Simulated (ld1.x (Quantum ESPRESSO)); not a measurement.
**Br: excitation energies, all-electron against TM semilocal**

Br, norm-conserving Troullier–Martins (semilocal form), made with ld1.x (Quantum ESPRESSO) 7.5 (PW91, scalar-relativistic). Core [Ar] 3d10, reference 4s2 4p5. Waves: 4p (bound): rc 1.50 bohr; 4d channel at -0.1 Ry: rc 1.55 bohr; 4s (bound): rc 1.10 bohr. Local part: the s channel. Core correction: Bessel-smoothed model core inside 1.00 bohr.

Energies are relative to the spin-unpolarised reference configuration 4s2 4p5; without spin polarisation the order of configurations can differ from experiment.

(1) Give the all-electron excitation energy and the error of the potential for: 4s2 4p4; 4s2 4p3; 4s2 4p2; 4s2 4p1; 4s2 4p5.3; 4s1 4p6; 4s1 4p5.

## Answers

(1)

```
valence configuration  charge  ΔE all-electron (eV)  error AE − PS (meV)
              4s2 4p4      +1                12.611                 -0.7
              4s2 4p3      +2                35.443                 +0.1
              4s2 4p2      +3                69.517                 -1.9
              4s2 4p1      +4               115.660                  -19
            4s2 4p5.3    -0.3                -1.978                 +0.5
              4s1 4p6       0                12.395                  -10
              4s1 4p5      +1                25.638                  -10
```
